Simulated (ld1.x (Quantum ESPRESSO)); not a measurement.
## Transferability test, TM potential for tantalum

| Property | Result |
| --- | --- |
| Element | Ta (Z = 73) |
| Generator | ld1.x (Quantum ESPRESSO) 7.5 |
| Type | norm-conserving Troullier–Martins (Kleinman–Bylander form) |
| Functional | PBE |
| Relativity | scalar-relativistic |
| Frozen core | [Kr] 4d10 4f14 5s2 |
| Valence charge | 11 |
| Reference configuration | 5p6 5d3 6s2 6p0 |
| Partial waves | 6s (bound): rc 2.60 bohr; 5p (bound): rc 1.95 bohr; 5d (bound): rc 2.05 bohr |
| Local potential | the d channel |
| Core correction | none |

Energies are relative to the spin-unpolarised reference configuration 5p6 5d3 6s2 6p0; without spin polarisation the order of configurations can differ from experiment. The frozen-core shift is the all-electron ΔE with the core orbitals held at their reference shape minus the fully relaxed ΔE.

```csv
valence configuration,charge,ΔE all-electron (eV),error AE − PS (meV),frozen-core shift (meV)
5p6 5d3 6s1 6p0,+1,8.467,-6.0,+3.3
5p6 5d3 6s0 6p0,+2,23.439,-11,+9.8
5p6 5d2 6s0 6p0,+3,47.043,+60,+49
5p6 5d3 6s1 6p1,0,4.178,-294,+1.3
5p6 5d3 6s1.5 6p0,+0.5,3.461,-2.1,+1.2
5p5 5d3 6s2 6p0,+1,44.980,-303,+172
```

**Question.** What are ΔE and the potential's error for 5p6 5d4 6s1 6p0?

**Answer.** ΔE = 2.094 eV all-electron; the error (AE − PS) is -27 meV.

ld1.x printed “convergence not achieved” for 4 of the counted tests; their residual had stalled under 1e-8, short of the target of 1e-14.

Note: ghost states, extra bound levels that the all-electron valence spectrum of the same l lacks: p at -23781.7 eV, s at -43.7 eV. A true bound ghost makes a file unfit for plane-wave use.
